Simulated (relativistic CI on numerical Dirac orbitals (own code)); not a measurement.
## Hyperfine structure of Sn³³⁺, mass number 117

Computed by Dirac-Coulomb-Breit CI, KLI orbitals optimised for each configuration, a model potential for QED, unscaled Slater integrals (own radial code, finite nucleus).

CI space (outside the closed core [Ne]): 3s2.3p5, 3s.3p6, 3s2.3p4.3d, 3s.3p5.3d, 3p6.3d, 3s.3p4.3d2, 3s2.3p3.3d.4p, 3p6.4s, 3s.3p4.3d.4s, 3s2.3p4.4s, 3p6.4p, 3s2.3p4.4p, 3s2.3p3.3d2, 3s2.3p2.3d3, 3s.3p3.3d3, 3s2.3p2.3d2.4s, 3s2.3p2.3d2.4p. Double excitations out of closed p, d and f shells are left out; levels of such configurations are missing from the list, as are those of other unlisted configurations, and high levels can miss mixing partners.

Nuclear spin I = 1/2, μ = -0.9995 μN (tables of Stone and Pyykkö). The electronic factors are computed for point nuclear moments, without core polarisation or the Bohr-Weisskopf and QED corrections.

| Level | E (cm⁻¹) | A (GHz) |
| --- | --- | --- |
| 3s2.3p5 2P°_3/2 | 0 | -104.1 |
| 3s2.3p5 2P°_1/2 | 432970 | -644.2 |
| 3s2.3p4.3d 4D_5/2 | 1146515 | -76.76 |
| 3s2.3p4.3d 4F_9/2 | 1258714 | -58.57 |
| 3s2.3p4.3d 2D_3/2 | 1263676 | -55.12 |

Levels with J = 0, under 50 % of one LS term, or S terms without an open s electron are left out. Small factors come from cancelling terms and can be off by tens of per cent or more.

At this charge energies of transitions that change n are usually good to better than 1 %, and those within a shell (Δn = 0) to a few per cent.

Problem. Give the hyperfine levels of 3s2.3p5 2P°_1/2 relative to its centre of gravity.

Solution. With K = F(F + 1) − I(I + 1) − J(J + 1), E = AK/2: F = 0: 483.2, F = 1: -161.1 GHz.

LS names give the leading component of a level, which can be under half, so a name can repeat, a term be missing and a line seem to break the LS rules.
